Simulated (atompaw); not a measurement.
What one change does to a pseudopotential (S, PAW (atompaw))

* Element: S (Z = 16)
* Generator: atompaw 4.2.0.5
* Type: PAW
* Functional: PBEsol
* Relativity: scalar-relativistic
* Frozen core: [Ne]
* Valence charge: 6
* Reference configuration: 3s1.75 3p4.25
* Partial waves: 3s (bound): rc 1.35 bohr; 3s channel at 0.45 Ry: rc 1.35 bohr; 3p (bound): rc 1.35 bohr; 3p channel at 0.35 Ry: rc 1.20 bohr
* Local potential: ultrasoft scheme with l = 2 at -0.5 Ry, radius 1.00 bohr
* Core correction: smooth core density matched at 1.00 bohr
* Augmentation charge: sinc compensation charge, radius 1.15 bohr; PAW radius 1.35 bohr; waves and projectors: custom rrkj vanderbiltortho

All-electron outer shells of the reference configuration (PBEsol, scalar-relativistic, ld1.x):

```tsv
shell	level (eV)	outermost node (bohr)	outermost maximum (bohr)
2s	-211.61	0.13	0.39
2p	-156.68	–	0.33
3s	-17.37	0.60	1.40
3p	-7.12	0.58	1.59
```

Change: augmentation sinc compensation charge, radius 1.15 bohr; PAW radius 1.35 bohr; waves and projectors: custom polynom gramschmidtortho.

Cutoffs: the cutoffs (Ry, on a coarse ladder) from which the occupation-weighted sum of valence levels, in a spherical-Bessel basis at the reference potential, stays within 10 and 1 mRy of its value at 400 Ry; they do not see the model core or the augmentation charge, which bear on the density cutoff.

Problem. What does the change do?

Solution. The potential gets harder (18 Ry and 40 Ry → 30 Ry and 50 Ry); a bound ghost appears in s, which as a rule spoils a file; the range in which the s phases agree widens (upper end 3.2 → at the end of the scan).

| quantity | base | changed |
| --- | --- | --- |
| cutoff, loose | 18 Ry | 30 Ry |
| cutoff, tight | 40 Ry | 50 Ry |
| loose cutoff by channel (10 mRy a level) | s 15 Ry, p 12 Ry | s 25 Ry, p 10 Ry |
| bound ghosts | none | s |
| s: phases at 1.36 bohr within 0.05 rad from the reference energy up to (Ry; the scan ends near 5) | 3.2 | to the end of the scan |
| p: phases at 1.36 bohr within 0.05 rad from the reference energy up to (Ry; the scan ends near 5) | to the end of the scan | to the end of the scan |
| lowest overlap eigenvalue by channel | s 0.43, p 0.42 | s 0.27, p 0.38 |

 A true bound ghost makes a file unfit for plane-wave use even where its test errors are small: the radial tests pick states by their node count and pass the ghost by. The cutoffs see the waves, projectors and local potential, not the compensation charge or the core.
